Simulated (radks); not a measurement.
Values are calculated unless marked as measured or tabulated.
Spin polarisation of the 4d3 shell in the niobium ion Nb2+. Start: [Kr] 4d(up 1.5, down 1.5); electrons of 4d are moved from spin down to spin up, other shells keep equal spins. Code: a radial shooting solver on a logarithmic mesh with Libxc functionals. Model: non-relativistic Kohn-Sham, TPSS, spin-polarised, spherical densities, point nucleus; meta-GGA in the generalised Kohn-Sham scheme.

moment (Bohr magnetons)  E - E(0) (eV)  e(4d up) (eV)  e(4d down) (eV)  4p down minus up (eV)
0                                0.000        -19.189          -19.189                 0.000
0.75                            -0.110        -19.468          -18.884                  0.547
1.5                             -0.437        -19.718          -18.557                  1.095
2.25                            -0.979        -19.938          -18.212                  1.645
3                               -1.731        -20.122          -17.822                  2.193

At moment 3 the spin-polarisation energy is -1.731 eV and the 4d exchange splitting 2.299 eV, that is 0.766 eV per Bohr magneton; E = -I m^2/4 would give I = 0.769 eV.
